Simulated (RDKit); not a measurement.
RDKit input (UFF):

```python
from rdkit import Chem
from rdkit.Chem import AllChem, rdDetermineBonds

mol = Chem.MolFromXYZFile('mol.xyz')
rdDetermineBonds.DetermineBonds(mol, charge=0)
print('SMILES', Chem.MolToSmiles(Chem.RemoveHs(mol)))
ff = AllChem.UFFGetMoleculeForceField(mol)
e0 = ff.CalcEnergy()
flag = ff.Minimize(maxIts=5000, forceTol=1e-5)
print(f'energy {e0:.4f} -> {ff.CalcEnergy():.4f} kcal/mol, converged: {flag == 0}')
print(Chem.MolToXYZBlock(mol))
```
mol.xyz:
```
3

F     -0.00000000    -0.00000000    -1.19889826
B      0.00000000     0.00000000     0.08714772
O      0.00000000     0.00000000     1.29429322
```

Output:

```
[17:53:40] UFFTYPER: Unrecognized atom type: B_1 (1)
SMILES O=BF
energy 0.0000 -> 0.0000 kcal/mol, converged: True
3

F     -0.000000   -0.000000   -1.198898
B      0.000000    0.000000    0.087148
O      0.000000    0.000000    1.294293
```
